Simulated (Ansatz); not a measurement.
Reaction (isomerisation): `F[SiH2]O[SiH2]Cl` → `O[SiH2][SiH](F)Cl`

Isolated molecules relaxed with PBE0-D4/def2-TZVP in Ansatz; ΔE leaves out vibrations. CCSD(T)/CBS adds triple-zeta CCSD(T) − MP2 to the extrapolated MP2 energy (def2 sets, frozen cores). DFT in def2-TZVPP. One conformer a species, not always the lowest.

```csv
level,ΔE (kJ/mol)
PBE0-D4,128.9
ωB97M-V,148.8
HF/def2-TZVPP,176.3
HF/def2-QZVPP,179.0
```

Task: What does CCSD(T)/CBS give? (Estimate.)

Result: The calculation gave: +149.1 kJ/mol. The listed levels differ from it by -20.2, -0.3, 27.2, 29.9 kJ/mol.

Largest T1 diagnostic among the species: 0.012.

From PBE to PBE0 (25 % exact exchange), in def2-TZVPP and without D4, ΔE moves by +12.0 kJ/mol. In def2-TZVPP, CCSD(T) changes the Hartree–Fock value by −25.4 kJ/mol (the triples alone add −3.9 kJ/mol) and MP2 by −18.4 kJ/mol.
